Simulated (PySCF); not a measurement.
Compound: CH₉N₂PSi.
SMILES: `N[Si](N)(P)C`

Computed with PySCF 2.14.0, density-fitted response routines, TDDFT PBE0/def2-SVPD, vertical, gas phase, core orbitals frozen in the response. Geometry: GFN2-xTB, one conformer, isolated molecule. Torsions of this conformer, `[CH3:1][Si:2]([NH2:3])([NH2:4])[PH2:5]`: H–N3–Si2–C1 58°, H–N3–Si2–C1 -79°, H–N4–Si2–C1 -175°, H–N4–Si2–C1 48°, H–P5–Si2–C1 -66°, H–P5–Si2–C1 -159°.

Broadening: Gaussians 0.25 eV wide at half height, area fixed by f = 4.319×10⁻⁹ ∫ε dν̃. The cross-section is σ = 3.8235×10⁻²¹ ε cm², given in Mb (10⁻¹⁸ cm²). The width is an assumption, not a result. The curve ends short of the highest state used, and states not computed would add to its high-energy end.

```
E (eV)  σ (Mb)
  5.41    0.02
  5.44    0.05
  5.46    0.09
  5.49    0.20
  5.52    0.42
  5.54    0.67
  5.57    1.24
  5.59    1.79
  5.62    2.92
  5.65    4.40
  5.67    5.52
  5.70    7.27
  5.72    8.35
  5.75    9.63
  5.77   10.13
  5.80   10.23
  5.83    9.56
  5.85    8.76
  5.88    7.26
  5.90    6.21
  5.93    4.79
  5.95    4.06
  5.98    3.42
  6.01    3.32
  6.03    3.52
  6.06    4.09
  6.08    4.55
  6.11    5.20
  6.13    5.50
  6.16    5.66
  6.19    5.44
  6.21    5.13
  6.24    4.54
  6.26    4.17
  6.29    3.87
  6.32    4.06
  6.34    4.55
  6.37    5.83
  6.39    7.02
  6.42    9.12
  6.44   10.59
  6.47   12.60
  6.50   14.12
  6.52   14.78
```

Task: Locate the maxima and give the states behind the curve.

Result: 214 nm (5.79 eV), ε about 2700, made up of S1 (100%); 201 nm (6.16 eV), ε about 1500, made up of S2 (99%) (ε in L mol⁻¹ cm⁻¹; maxima over ε = 5, shares over 10%). At its high-energy end, 6.52 eV, the curve is still rising (ε about 3900, from S3). The states used: S1 5.79 eV (f 0.025); S2 6.16 eV (f 0.014); S3 6.52 eV (f 0.033); S4 6.78 eV (f 0.056); S5 7.07 eV (f 0.219); S6 7.12 eV (f 0.036).

Task: Coming from long wavelengths, where does ε first pass 100 L mol⁻¹ cm⁻¹?

Result: At about 225 nm (5.52 eV), 0.27 eV below S1.

Task: What would ε be at 5.79 eV, the highest of these maxima, with half the width (0.125 eV)?

Result: About 5370 L mol⁻¹ cm⁻¹ against 2690, a factor of about 2.00; a lone state at its own centre would give exactly 2.

Task: On this curve, what absorbance would a 10⁻⁵ mol/L sample give at 222 nm over a 1 cm path?

Result: 222 nm is 5.585 eV, where ε is about 430 L mol⁻¹ cm⁻¹, so A = ε c l ≈ 0.0043 (Beer–Lambert, with the gas-phase spectrum and the assumed width).

Without π bonds the low states may be Rydberg-like; a valence basis with one diffuse set may place them up to an eV too high.
